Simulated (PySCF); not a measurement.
C6H11NO2Si.
Bonds: C1–Si2, Si2–C3, Si2–C4, Si2–O5, O5–C6, C6–C7 (aromatic), C7–N8 (aromatic), N8–O9 (aromatic), O9–C10 (aromatic), C6–C10 (aromatic). Hydrogens: H11, H12, H13 on C1; H14, H15, H16 on C3; H17, H18, H19 on C4; H20 on C7; H21 on C10.

Computed by this run: PySCF 2.14.0, PBE0-D3(BJ)/def2-SVP geometry optimisation, gas phase; density fitting, grid level 1; the optimiser is geomeTRIC in internal coordinates, started from a GFN2-xTB structure with every atom displaced at random (about 0.01 Å).

Step 0: E = -19835.3167 eV
```
atom  x, y, z in Å  |  force x, y, z in eV/Å
C1     -2.0179    1.1650   -1.2545   -1.338   0.462   1.104
Si2    -0.9494    0.1520   -0.1096   -1.169  -0.421   0.586
C3     -1.3002   -1.7149   -0.2882    0.792   0.863   1.107
C4     -1.0797    0.6880    1.7129   -1.883  -0.494  -1.038
O5      0.5542    0.5319   -0.7026    1.060   0.126  -0.313
C6      1.7707    0.1471   -0.3227    0.348  -0.236   0.164
C7      2.1741   -0.7485    0.7154   -0.294   0.228  -0.208
N8      3.4772   -0.8617    0.7473   -0.284  -0.833   1.176
O9      3.9687   -0.0859   -0.2031    0.047   0.574  -0.886
C10     2.9691    0.5174   -0.8636   -0.143   0.293  -0.260
H11    -1.8191    2.2457   -1.1720    0.235  -0.042   0.085
H12    -1.9013    0.9043   -2.2902    0.241  -0.380  -0.869
H13    -3.1138    1.0698   -1.0193    0.675  -0.123  -0.085
H14    -2.3151   -1.9550    0.0109   -0.549  -0.068   0.096
H15    -0.6222   -2.3178    0.3448   -0.091   0.125  -0.036
H16    -1.1389   -2.0278   -1.2980    0.064  -0.313  -1.123
H17    -0.4439    0.1385    2.3659    0.864  -0.735   0.754
H18    -2.1331    0.5377    2.0854    0.677  -0.019  -0.336
H19    -0.8798    1.7316    1.8433    0.344   1.096   0.015
H20     1.5182   -1.2710    1.4103    0.223  -0.161   0.115
H21     3.2110    1.1759   -1.6895    0.180   0.059  -0.048
```

**Question.** Estimate the geometry and energy of step 1. (The exact step hangs on the optimiser's Hessian estimate; all steps are aligned on step 0, rigid shifts and turns removed.)

**Answer.** E = -19835.5182 eV, largest force 0.300 eV/Å
```
atom  x, y, z in Å  |  force x, y, z in eV/Å
C1     -2.1400    1.1637   -1.1948    0.226   0.012  -0.197
Si2    -0.9566    0.1897   -0.1328    0.099  -0.063   0.028
C3     -1.2127   -1.6595   -0.3226   -0.012   0.038  -0.070
C4     -1.0956    0.7359    1.6554    0.089  -0.042   0.174
O5      0.5978    0.5593   -0.7299   -0.211   0.067   0.063
C6      1.7907    0.1289   -0.3164   -0.121   0.025  -0.081
C7      2.1411   -0.7719    0.7339   -0.005   0.008   0.032
N8      3.4363   -0.9404    0.8042    0.072   0.076  -0.066
O9      3.9722   -0.1714   -0.1767    0.005  -0.072   0.063
C10     3.0042    0.4654   -0.8472    0.082  -0.062   0.053
H11    -1.9712    2.2467   -1.0965    0.041   0.003   0.011
H12    -2.0346    0.8984   -2.2607   -0.008   0.015   0.090
H13    -3.1745    0.9598   -0.8946   -0.160  -0.060   0.053
H14    -2.2359   -1.9410   -0.0246    0.013  -0.011  -0.029
H15    -0.5147   -2.2414    0.2969    0.010  -0.003   0.039
H16    -1.0569   -1.9715   -1.3709   -0.060   0.070   0.105
H17    -0.4143    0.1875    2.3313   -0.048   0.086  -0.125
H18    -2.1190    0.5546    2.0234   -0.016  -0.006  -0.038
H19    -0.8924    1.8151    1.7721    0.020  -0.114  -0.070
H20     1.4967   -1.2947    1.4405   -0.006  -0.003  -0.013
H21     3.3083    1.1090   -1.6669   -0.009   0.034  -0.022
```

The energy changes by -0.2015 eV. The first-order estimate −F·Δx gives -0.4658 eV and the mean of the old and new forces, exact on a quadratic surface, -0.2085 eV. The step makes an angle of 79° with the force vector and moves no atom by more than 0.177 Å.

The cost below is that of the whole optimisation. On one thread, Intel Xeon Platinum 8488C (x86_64), on a shared host, this took 2.7 min wall and 0.91 GiB of memory at its peak.
